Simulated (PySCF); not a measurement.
**Electron affinity of I by level of theory**

I⁻ [Xe] (1S) → I [Kr] 4d10 5s2 5p5 (2P), as a difference of total energies. Calculation: PySCF 2.14, in def2-TZVPPD with the def2 core potential (28 electrons); a scalar-relativistic core potential. Correlated levels: valence and next inner shell: nothing frozen outside the core potential. The calculations carry no spin-orbit coupling.

```csv
method,electron affinity (eV)
UHF,2.311
MP2 (valence and next inner shell),3.236
SCS-MP2 (valence and next inner shell),3.141
CCSD (valence and next inner shell),3.065
CCSD(T) (valence and next inner shell),3.130
```

**Question.** How much does correlation contribute at CCSD(T) (valence and next inner shell)?

**Answer.** 3.130 − (2.311) = 0.819 eV, measured against UHF.

The reference lies between the lowest fine-structure levels, while these numbers refer to the centres of the terms.

Errors of the correlated levels include the incompleteness of this basis.

For comparison: 3.059 eV (measured; photodetachment measurements, as compiled on the Wikipedia data page of electron affinities).
